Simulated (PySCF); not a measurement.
BeClH3Si, SMILES [Cl][Be][SiH3].

Geometry: PBE0-D3(BJ)/def2-TZVP.

These are IEF-PCM-ωB97X/def2-SVP run with PySCF 2.14.0 values and carry that method's errors.

The values are the electrostatic part of the solvation free energy, E(continuum) − E(gas) at the gas-phase geometry, in a cavity of scaled van der Waals radii (PySCF's table); cavitation and dispersion terms are not included. A continuum can't describe solvent molecules that bind to the metal. In vacuum the orbital gap is 11.65 eV. The dipole moment in vacuum is 0.23 D.

```csv
solvent,ε,ΔG(elec) (kcal/mol),dipole (D),gap (eV)
water,78.36,-4.6,0.16,11.83
cyclohexanone,15.62,-4.1,0.18,11.81
"N,N-dimethylformamide",37.22,-4.4,0.17,11.83
```
